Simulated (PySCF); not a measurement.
The second ionisation energy along the 4p block

All values are computed (PySCF 2.14, energy differences of UHF-based or UKS calculations, no spin-orbit coupling). Values in eV. The last column holds reference values (NIST; (s) semi-empirical, (t) theoretical, else measured). Unmarked ones compare directly (S terms, centres of terms, or small fine structure); those marked * lie between the lowest fine-structure levels and include a spin-orbit shift.

```json
{"element": "Ga (aug-cc-pVQZ-PP with one added diffuse shell each of s, p, d, f, g type with ECP10MDF, ECP)", "configurations": "[Ar] 3d10 4s2 → [Ar] 3d10 4s1", "UHF": "18.745", "LDA": "21.099", "PBE0": "20.362", "r2SCAN": "20.491", "MP2 (valence)": "19.499", "SCS-MP2 (valence)": "19.650", "reference": "20.515"}
{"element": "Ge (aug-cc-pVQZ-PP with one added diffuse shell each of s, p, d, f, g type with ECP10MDF, ECP)", "configurations": "[Ar] 3d10 4s2 4p1 → [Ar] 3d10 4s2", "UHF": "15.255", "LDA": "15.820", "PBE0": "15.750", "r2SCAN": "15.941", "MP2 (valence)": "15.521", "SCS-MP2 (valence)": "15.511", "reference": "15.789"}
{"element": "As (aug-cc-pVQZ-PP with one added diffuse shell each of s, p, d, f, g type with ECP10MDF, ECP)", "configurations": "[Ar] 3d10 4s2 4p2 → [Ar] 3d10 4s2 4p1", "UHF": "17.980", "LDA": "18.582", "PBE0": "18.505", "r2SCAN": "18.689", "MP2 (valence)": "18.391", "SCS-MP2 (valence)": "18.315", "reference": "18.589 *"}
{"element": "Se (aug-cc-pVQZ-PP with one added diffuse shell each of s, p, d, f, g type with ECP10MDF, ECP)", "configurations": "[Ar] 3d10 4s2 4p3 → [Ar] 3d10 4s2 4p2", "UHF": "20.839", "LDA": "21.393", "PBE0": "21.346", "r2SCAN": "21.548", "MP2 (valence)": "21.388", "SCS-MP2 (valence)": "21.234", "reference": "21.196 ± 0.01 *"}
{"element": "Br (aug-cc-pVQZ-PP with one added diffuse shell each of s, p, d, f, g type with ECP10MDF, ECP)", "configurations": "[Ar] 3d10 4s2 4p4 → [Ar] 3d10 4s2 4p3", "UHF": "20.230", "LDA": "21.572", "PBE0": "21.327", "r2SCAN": "21.409", "MP2 (valence)": "21.048", "SCS-MP2 (valence)": "21.142", "reference": "21.409"}
{"element": "Kr (aug-cc-pVQZ-PP with one added diffuse shell each of s, p, d, f, g type with ECP10MDF, ECP)", "configurations": "[Ar] 3d10 4s2 4p5 → [Ar] 3d10 4s2 4p4", "UHF": "23.232", "LDA": "24.551", "PBE0": "24.300", "r2SCAN": "24.397", "MP2 (valence)": "24.203", "SCS-MP2 (valence)": "24.222", "reference": "24.360 *"}
```

```json
{"method": "UHF", "elements": "3", "mean error (eV)": "-1.161", "mean absolute error (eV)": "1.161", "largest error (eV)": "-1.770"}
{"method": "LDA", "elements": "3", "mean error (eV)": "0.260", "mean absolute error (eV)": "0.260", "largest error (eV)": "0.584"}
{"method": "PBE0", "elements": "3", "mean error (eV)": "-0.091", "mean absolute error (eV)": "0.091", "largest error (eV)": "-0.153"}
{"method": "r2SCAN", "elements": "3", "mean error (eV)": "0.043", "mean absolute error (eV)": "0.059", "largest error (eV)": "0.152"}
{"method": "MP2 (valence)", "elements": "3", "mean error (eV)": "-0.548", "mean absolute error (eV)": "0.548", "largest error (eV)": "-1.016"}
{"method": "SCS-MP2 (valence)", "elements": "3", "mean error (eV)": "-0.470", "mean absolute error (eV)": "0.470", "largest error (eV)": "-0.865"}
```

Errors include the incompleteness of the basis and the frozen core.

"Valence" correlates the outer s and p shells and, in groups 3 to 12 and the f block, the outer d or f shell, open or full, or the next shell where the ion has no valence electron left; the wider scheme adds the next inner shell.
